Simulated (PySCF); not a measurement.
Species: chloromethylgermane, CH5ClGe.
SMILES with atom numbers: `[Cl:1][CH2:2][GeH3:3]` (hydrogens: H4, H5 on C2; H6, H7, H8 on Ge3)

The calculation used core-valence-separated Tamm–Dancoff BHandHLYP/aug-pcX-1 (pcseg-1 on H, def2-SVPD on Cl, def2-SVPD on Ge) in PySCF, non-relativistic, gas phase, PBE0-D3(BJ)/def2-SVP geometry. No empirical shift is added; at this level the pattern usually sits a few eV under experiment.

Question: Give energies, oscillator strengths and core holes at the C K edge.

Answer: 
```csv
E (eV),f,core hole on,main final orbital
284.75,0.0615,C2,spread
286.83,0.0110,C2,LUMO (53 %)
287.19,0.0401,C2,LUMO+1 (34 %)
287.52,0.0352,C2,LUMO+3 (66 %)
288.54,0.0046,C2,LUMO+4 (57 %)
288.76,0.0001,C2,LUMO+5 (71 %)
288.88,0.0077,C2,spread
```

The first line with a tenth or more of the strongest one's intensity is at 284.75 eV (f = 0.062), with the hole on C2 (sp3 C–Cl carbon). It is also the strongest listed.

Roots within 0.03 eV whose holes lie on the same, on equivalent or on shared atoms are summed into one line, and the highest roots are left out, as the search may have cut off their partners. Final orbitals are the ground state's empty Kohn–Sham orbitals.

Question: What are the wavelength and the wavenumber of the 286.83 eV line?

Answer: λ = 12398.42 eV Å/286.83 eV = 43.226 Å; 2.3134 × 10⁶ cm⁻¹.

The ionisation thresholds weren't computed; near and above them a finite basis only mimics Rydberg series and continuum. Relativistic effects, spin–orbit coupling among them, are left out although an element past zinc is present.
